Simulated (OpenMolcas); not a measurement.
Multiconfigurational calculation on Sm3+

Sm3+ with 8 ligands (fluoride) in square antiprismatic coordination (D4d) at 2.39 Å. A charge of +0.625 e stands 2.6 Å behind each ligand. Ligand basis ANO-RCC-VDZP.

Input:

```
&GATEWAY
Coord
9

Sm 0.0 0.0 0.0
F 1.858116 0.769657 1.291174
F -0.769657 1.858116 1.291174
F -1.858116 -0.769657 1.291174
F 0.769657 -1.858116 1.291174
F 1.858116 -0.769657 -1.291174
F 0.769657 1.858116 -1.291174
F -1.858116 0.769657 -1.291174
F -0.769657 -1.858116 -1.291174
Basis=Sm.ANO-RCC-VDZP,F.ANO-RCC-VDZP
Group=NoSym
NoMove
AngMom=0.0 0.0 0.0
AMFI
RICD
XField
8 Angstrom 0
3.879498 1.606941 2.695799 0.625000
-1.606941 3.879498 2.695799 0.625000
-3.879498 -1.606941 2.695799 0.625000
1.606941 -3.879498 2.695799 0.625000
3.879498 -1.606941 -2.695799 0.625000
1.606941 3.879498 -2.695799 0.625000
-3.879498 1.606941 -2.695799 0.625000
-1.606941 -3.879498 -2.695799 0.625000
&SEWARD
&RASSCF
FileOrb=start.orb
Symmetry=1
Spin=6
nActEl=5 0 0
Inactive=67
Ras2=7
CIRoot=21 21 1
SDav=21
CIMx=300
Iter=150 100
PrWF=0.3
OrbListing=Nothing
MaxOrb=0
LevShft=1.0
>>> COPY $Project.JobIph JOB001
&RASSCF
FileOrb=start.orb
Symmetry=1
Spin=4
nActEl=5 0 0
Inactive=67
Ras2=7
CIRoot=162 162 1
SDav=224
CIMx=300
Iter=150 100
PrWF=0.3
OrbListing=Nothing
MaxOrb=0
CIOnly
LevShft=1.0
>>> COPY $Project.JobIph JOB002
&RASSCF
FileOrb=start.orb
Symmetry=1
Spin=2
nActEl=5 0 0
Inactive=67
Ras2=7
CIRoot=162 162 1
SDav=490
CIMx=300
Iter=150 100
PrWF=0.3
OrbListing=Nothing
MaxOrb=0
CIOnly
LevShft=1.0
>>> COPY $Project.JobIph JOB003
&RASSI
NrOfJobIphs=3 21 108 41
1 2 3 4 5 6 7 8 9 10 11 12 13 14 15 16 17 18 19 20 21
1 2 3 4 5 6 7 8 9 10 11 12 13 14 15 16 17 18 19 20 21 22 23 24 25 26 27
28 29 30 31 32 33 34 35 36 37 38 39 40 41 42 43 44 45 46 47 48 49 50 51
52 53 54 55 56 57 58 59 60 61 62 63 64 65 66 67 68 69 70 71 72 73 74 75
76 77 78 79 80 81 82 83 84 85 86 87 88 89 90 91 92 93 94 95 96 97 98 99
100 101 102 103 104 105 106 107 108
1 2 3 4 5 6 7 8 9 10 11 12 13 14 15 16 17 18 19 20 21 22 23 24 25 26 27
28 29 30 31 32 33 34 35 36 37 38 39 40 41
IphNames
JOB001
JOB002
JOB003
EJob
SpinOrbit
DIPRint=1.0
SOCoupling=1000.0
Subsets=2
Property=9
'ANGMOM' 1 'ANGMOM' 2 'ANGMOM' 3 'MLTPL  1' 1 'MLTPL  1' 2 'MLTPL  1' 3
'AMFI' 1 'AMFI' 2 'AMFI' 3
SOProperty=3
'ANGMOM' 1 'ANGMOM' 2 'ANGMOM' 3
```

Launched by
```bash
OMP_NUM_THREADS=1 MOLCAS_MEM=2457 MOLCAS_PROJECT=a pymolcas a.inp > a.log  # once for each step of the input, in one work folder
```

A driver script runs the steps one by one and writes start.orb anew before each from the orbitals found so far, so a CI-only block uses the converged orbitals of the first block.

Output, cut to the results:

```
--- SEWARD ---
Basis set label: SM.ANO-RCC...7S6P4D2F1G.

      Electronic valence basis set:
      ------------------
      Associated Effective Charge  62.000000 au
      Associated Actual Charge     62.000000 au
      Nuclear Model: Point charge

      Shell  nPrim  nBasis  Cartesian Spherical Contaminant
         s      25       7        X
         p      22       6        X
         d      15       4                 X
         f      11       2                 X
         g       4       1                 X
                  Relativistic Douglas-Kroll-Hess integrals:
                    - DKH order of Hamiltonian: 2
                    - DKH order of Properties : 0
                  Atomic mean-field integrals
--- RASSCF ---
Wave function specifications:
      -----------------------------

      Number of closed shell electrons         134
      Number of electrons in active shells       5
      Max number of holes in RAS1 space          0
      Max nr of electrons in RAS3 space          0
      Number of inactive orbitals               67
      Number of active orbitals                  7
      Number of secondary orbitals             106
      Spin quantum number                      2.5
      State symmetry                             1
Orbital specifications:
      -----------------------

      Symmetry species                           1
                                                 a
      Frozen orbitals                            0
      Inactive orbitals                         67
      Active orbitals                            7
      RAS1 orbitals                              0
      RAS2 orbitals                              7
      RAS3 orbitals                              0
      Secondary orbitals                       106
      Deleted orbitals                           0
      Number of basis functions                180
      Number of CSFs                            21
      Number of root(s) required                21
      Iter CI   SX   CI       RASSCF       Energy    max ROT     max BLB   max BLB  Level Ln srch  Step   QN
          iter iter root      energy       change     param      element    value   shift minimum  type update
 Nr of preliminary CI iterations:   1
      Total energies have been shifted. Add               -11000.00 au
        1   1    9    0  -215.73782514    0.00E+00  -5.72E-02   46 138 1 -3.56E-01*  0.89   0.00    SX    NO
        2   1   10    0  -216.77431653   -1.04E+00* -1.90E-02   30 110 1 -8.65E-02*  0.84   0.00    SX    NO
        3   1   10    0  -216.86429820   -9.00E-02* -5.60E-03   64 172 1  4.51E-02*  0.84   0.00    SX    NO
        4   1    9    0  -216.87739250   -1.31E-02* -3.21E-03   29 109 1  1.44E-02*  0.86   0.00    SX    NO
        5   1    9    0  -216.88126824   -3.88E-03* -4.04E-03   60  78 1 -6.48E-03*  0.86   2.35    LS   YES
        6   1    9    0  -216.88317158   -1.90E-03* -1.34E-03   21 102 1 -6.27E-03*  0.86   1.07    QN   YES
        7   1    8    0  -216.88348501   -3.13E-04* -1.14E-03   26  98 1 -3.21E-03*  0.86   1.50    QN   YES
        8   1    7    0  -216.88360793   -1.23E-04* -2.31E-04   20 101 1  6.32E-04*  0.86   1.15    QN   YES
        9   1    7    0  -216.88362054   -1.26E-05* -1.25E-04   64 172 1  4.21E-04*  0.86   1.54    LS   YES
       10   1    7    0  -216.88362226   -1.72E-06* -1.11E-04   64 172 1  7.64E-04*  0.86   0.99    QN   YES
       11   1    6    0  -216.88362455   -2.29E-06* -5.00E-05   26  98 1  2.54E-04*  0.86   1.45    LS   YES
       12   1    6    0  -216.88362479   -2.45E-07* -3.54E-05   20 101 1 -2.01E-04*  0.86   1.11    QN   YES
       13   1    6    0  -216.88362491   -1.17E-07* -1.42E-05   27 108 1  3.84E-05   0.86   1.31    QN   YES
       14   1    5    0  -216.88362494   -2.58E-08*  4.89E-06   18 108 1 -1.46E-05   0.86   1.08    QN   YES
       15   1    4    0  -216.88362493    4.21E-09  -2.19E-06   21 102 1  6.57E-06   0.86   0.07    QN   YES
      Convergence after 15 iterations
       16   1    4    0  -216.88362493    9.88E-10  -2.19E-06   21 102 1  2.18E-06   0.86   0.07    QN   YES
      Natural orbitals and occupation numbers for root  1
      sym 1:   0.500000   0.500000   1.000000   1.000000   1.000000   0.500000   0.500000
      Natural orbitals and occupation numbers for root  2
      sym 1:   0.500000   0.500000   1.000000   1.000000   1.000000   0.500000   0.500000
      Natural orbitals and occupation numbers for root  3
...
--- RASSI ---
SPIN-FREE ENERGIES:
  (Shifted by EMIN (a.u.) =     -11216.9156485052)

 SF State       Relative EMIN(au)   Rel lowest level(eV)    D:o, cm**(-1)

     1             0.0000000000        0.0000000000              0.0000
     2             0.0000000000        0.0000000000              0.0000
     3             0.0016402301        0.0446329359            359.9889
     4             0.0016402309        0.0446329558            359.9891
     5             0.0018266689        0.0497061923            400.9075
     6             0.0018266689        0.0497061923            400.9075
     7             0.0018632941        0.0507028148            408.9458
     8             0.0018632941        0.0507028148            408.9458
     9             0.0019499442        0.0530606843            427.9633
    10             0.0021864836        0.0594972502            479.8777
    11             0.0021878342        0.0595340020            480.1741
    12             0.0316334339        0.8607895889           6942.7363
    13             0.0316334339        0.8607895889           6942.7363
    14             0.0319329822        0.8689407113           7008.4795
    15             0.0322097022        0.8764706479           7069.2125
    16             0.0322097022        0.8764706479           7069.2125
    17             0.0323612247        0.8805937844           7102.4679
    18             0.0323612247        0.8805937844           7102.4679
    22             0.1017801860        2.7695799539          22338.1688
    23             0.1017801860        2.7695799539          22338.1688
    24             0.1025797733        2.7913378334          22513.6579
    25             0.1025797733        2.7913378334          22513.6579
    26             0.1027290804        2.7954006842          22546.4270
    27             0.1028014165        2.7973690521          22562.3030
    28             0.1028014165        2.7973690521          22562.3030
...
```

Spin-orbit levels above the lowest:

| E (cm-1) | Degeneracy | 2S+1 | J | |mJ| (%) | g |
| --- | --- | --- | --- | --- | --- |
| 0.0 | 2 | 6 | 2.54 | 5/2 (100) | 0.00 0.00 0.91 |
| 234.5 | 2 | 6 | 2.51 | 1/2 (100) | 0.23 0.89 0.89 |
| 245.1 | 2 | 6 | 2.51 | 3/2 (100) | 0.00 0.00 0.96 |
| 1133 | 2 | 6 | 3.53 | 7/2 (100) | 0.00 0.00 5.30 |
| 1199 | 2 | 6 | 3.49 | 5/2 (100) | 0.00 0.00 4.43 |
| 1300 | 2 | 6 | 3.51 | 1/2 (100) | 0.94 3.29 3.29 |
| 1343 | 2 | 6 | 3.51 | 3/2 (100) | 0.00 0.00 2.43 |
| 2425 | 2 | 6 | 4.53 | 9/2 (100) | 0.03 0.03 9.21 |
| 2448 | 2 | 6 | 4.49 | 7/2 (100) | 0.03 0.03 7.72 |
| 2580 | 2 | 6 | 4.50 | 5/2 (100) | 0.00 0.00 5.51 |
| 2586 | 2 | 6 | 4.51 | 1/2 (100) | 1.05 5.29 5.29 |
| 2610 | 2 | 6 | 4.51 | 3/2 (100) | 0.00 0.00 3.20 |
| 3832 | 2 | 6 | 5.53 | 11/2 (100) | 0.00 0.00 12.85 |
| 3877 | 2 | 6 | 5.49 | 9/2 (100) | 0.01 0.01 11.03 |
| 3992 | 2 | 6 | 5.50 | 7/2 (100) | 0.01 0.01 8.58 |
| 4013 | 2 | 6 | 5.50 | 1/2 (100) | 1.15 7.17 7.17 |
| 4039 | 4 | 6 | 5.51 | 3/2 (50) |  |
| 5294 | 2 | 6 | 6.52 | 13/2 (100) | 0.00 0.00 16.38 |
| 5433 | 2 | 6 | 6.49 | 11/2 (100) | 0.00 0.00 14.31 |
| 5522 | 2 | 6 | 6.50 | 9/2 (100) | 0.02 0.02 11.68 |

High states are left out of the spin-orbit mixing, which shifts the levels that they would mix with. Without dynamic correlation the ligand-field splitting of an f shell can come out too small, at times by half. The first state left out of the spin-orbit step lies near 38000 cm-1 above the lowest spin-free state of the reference (among the parities and spins computed), and the lists stop at four fifths of that energy or lower. No measured value stands beside these numbers; the geometry was imposed, not optimised, and the real ion may take another.

The RASSCF and RASSI steps took 4 min on 1 thread of Arm Neoverse V1, with other jobs on the host; the integral step is not counted.
